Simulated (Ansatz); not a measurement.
Geometry optimisation, Ansatz, DFT PBE, scalar-relativistic, plane waves, PAW.

Input file:

```yaml
crystal:
  lattice:
    - [5.48, 0.0, 0.0]
    - [-4.11, 7.118729, 0.0]
    - [0.0, 0.0, 4.39496]
  atoms:
    - { symbol: Tc, position: [0.0, 0.0, 0.0] }
    - { symbol: Tc, position: [0.1666667, 0.2222222, 0.5] }
    - { symbol: Tc, position: [0.0, 0.3333333, 0.0] }
    - { symbol: Tc, position: [0.1666667, 0.5555556, 0.5] }
    - { symbol: Tc, position: [0.0, 0.6666667, 0.0] }
    - { symbol: Tc, position: [0.1666667, 0.8888889, 0.5] }
    - { symbol: Tc, position: [0.5, 0.0, 0.0] }
    - { symbol: Tc, position: [0.6666667, 0.2222222, 0.5] }
    - { symbol: Tc, position: [0.5, 0.3333333, 0.0] }
    - { symbol: Tc, position: [0.6666667, 0.5555556, 0.5] }
    - { symbol: Tc, position: [0.5, 0.6666667, 0.0] }
    - { symbol: Tc, position: [0.6666667, 0.8888889, 0.5] }
    - { symbol: Li, position: [0.3391703, 0.1066573, 0.2368844] }
basis:
  ecutwfc: 600.0
kpoints:
  mp_grid: { grid: [4, 3, 4] }
hamiltonian:
  xc: pbe
scf:
  occupations: { method: gaussian, width: 0.05 }
  lower_state_search: "off"
relax:
  f_tol: 0.03
  max_steps: 60
  adjacent_minimum: "off"
```

Launched with:

```bash
$ ansatz run input.yaml --threads 4 --pin off --max-ram 10240MiB --backend cpu --events-out ev --progress --plain --runs-dir out
```

Task: Where does it end, and by what steps?

Result: The run converged. Limits of this set-up: coarse k mesh, a small cell, in which the defect meets its images. After 5 steps the energy has fallen by 2.308 eV; Tc7 moved furthest, 0.20 Å.

```
step  energy less start (eV)  largest force component (eV/Å)  accepted
   0                  0.0000                           3.770       yes
   1                 -1.7288                           1.926       yes
   2                 -2.2581                           0.383       yes
   3                 -2.3047                           0.119       yes
   4                 -2.3078                           0.041       yes
   5                 -2.3081                           0.009       yes
```

```xyz
13
Lattice="5.4800 0.0000 0.0000 -4.1100 7.1187 0.0000 0.0000 0.0000 4.3950" Properties=species:S:1:pos:R:3
Tc -0.094 -0.077 -0.148
Tc -0.093 1.640 2.350
Tc -1.363 2.372 0.046
Tc -1.350 3.977 2.246
Tc -2.712 4.763 0.003
Tc -2.745 6.173 2.289
Tc 2.841 -0.064 -0.162
Tc 2.842 1.654 2.337
Tc 1.382 2.522 -0.101
Tc 1.350 3.933 2.186
Tc -0.012 4.719 -0.057
Tc 0.001 6.324 2.143
Li 1.375 0.788 1.094
```

Run time: 28 s on 4 threads of AMD EPYC 9R45 96-Core Processor (Zen 5), with other jobs on the host, peak memory 1.4 GiB.
